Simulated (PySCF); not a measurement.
Computed NMR parameters against published values

Bonds (- single, = double, # triple, : aromatic): F1-C2 1.325 Å, C2-F3 1.325 Å, C2-F4 1.325 Å, C2-C5 1.549 Å, C5-F6 1.325 Å, C5-F7 1.325 Å, C5-F8 1.325 Å.

What is known from experiment: σ ¹⁹F F1/F3/F4/F6/F7/F8 282.6 ppm (measured; gas, 300 K; M. E. Harding, PhD thesis, Mainz 2008 (Harding, Lenhart, Auer, Gauss, JCP 2008, 128, 244111)).
δ ¹⁹F F1/F3/F4/F6/F7/F8 -89.1 ppm (measured; G. Saielli, R. Bini, A. Bagno, Computational 19F NMR. 2. Organic compounds, RSC Adv. 2014, ESI (exp. from Berger-Braun-Kalinowski 1994 and Everett 1995)).

Calculated, not measured (PySCF 2.14): coordinates at the PBE0-D3(BJ)/def2-TZVP level, NMR shieldings at wB97X-D/pcSseg-2/GIAO. No relativistic terms, one conformer, in vacuum, equivalent nuclei averaged.

Task: What does the calculation give, and how does it compare?

Result: 
Reference values: measured (gas, 300 K; M. E. Harding, PhD thesis, Mainz 2008 (Harding, Lenhart, Auer, Gauss, JCP 2008, 128, 244111)).
```
            atoms  quantity  reference  computed
F1/F3/F4/F6/F7/F8     σ ¹⁹F      282.6     275.0
```

Reference values: measured (G. Saielli, R. Bini, A. Bagno, Computational 19F NMR. 2. Organic compounds, RSC Adv. 2014, ESI (exp. from Berger-Braun-Kalinowski 1994 and Everett 1995)).
```
            atoms        quantity  reference  computed  computed, scaled
F1/F3/F4/F6/F7/F8  δ ¹⁹F vs CFCl3      -89.1     -90.0             -85.0
```

Absolute shieldings are compared as such; zero-point and thermal motion, absent here, lowers them by some tenths of a ppm for H, a few ppm for C and up to about 10 ppm for F.

Computed shifts are σ(ref) − σ with the named reference compound (TMS for H and C) calculated as an isolated molecule at the same level. The measured values may be among those fitted. Shieldings were converted by a linear fit to measured shifts: ¹⁹F (scatter 3.1 ppm rms, 5.0 ppm with the 12 outliers that the fit left out vs CFCl3, solution or neat liquid, with a term for F on sp3 carbon). Occasional misses reach two or three times the rms, and more in compound classes unlike the fitted ones.

2 of the 7 published NMR values on file for this molecule are compared. The rest: values from further sources, other calculations.
